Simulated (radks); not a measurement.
Neutral beryllium inside a hard spherical wall (all orbitals vanish at R), configuration held at [He] 2s2 and not refilled when levels cross. All-electron calculation, scalar-relativistic Kohn-Sham, PBE, spin-polarised, spherical densities, finite nucleus; Fermi nuclear charge, rms radius 2.519 fm. Program: a radial shooting solver on a logarithmic mesh with Libxc functionals. Eigenvalues in eV for spin up, with the zero of energy where the potential of the charges vanishes at infinity; a dash marks a level that is unbound or too diffuse for the functional's potential to be trusted. A positive occupied level is held by the wall or, in an anion where self-interaction has pushed it up, behind a barrier. The pressure on the wall is -dE/dV.

| R (bohr) | E (hartree) | kinetic (hartree) | e(1s) | e(2s) | e(2p, empty) | e(3s, empty) | pressure (GPa) |
|---|---|---|---|---|---|---|---|
| free | -14.63287 | 14.567 | -106.21 | -5.610 | -2.018 | - | 0 |
| 20 | -14.63287 | 14.567 | -106.21 | -5.610 | -2.018 | - | < 0.0001 |
| 8 | -14.63123 | 14.581 | -106.05 | -5.503 | -1.811 | 3.243 | 0.0725 |
| 7 | -14.62743 | 14.606 | -105.78 | -5.325 | -1.540 | 5.259 | 0.310 |
| 6 | -14.61510 | 14.673 | -105.13 | -4.876 | -0.926 | 8.920 | 1.36 |
| 5 | -14.57515 | 14.846 | -103.69 | -3.745 | 0.471 | 16.041 | 6.39 |
| 3.5 | -14.27782 | 15.775 | -97.929 | 2.438 | 6.964 | 45.725 | 85.9 |
| 3 | -13.95215 | 16.617 | -93.958 | 8.272 | 12.314 | 69.591 | 238 |
| 2.5 | -13.26032 | 18.224 | -87.836 | 19.846 | 21.862 | 112.15 | 757 |
| 2 | -11.62838 | 21.629 | -77.808 | 45.723 | 40.703 | 196.33 | 2950 |
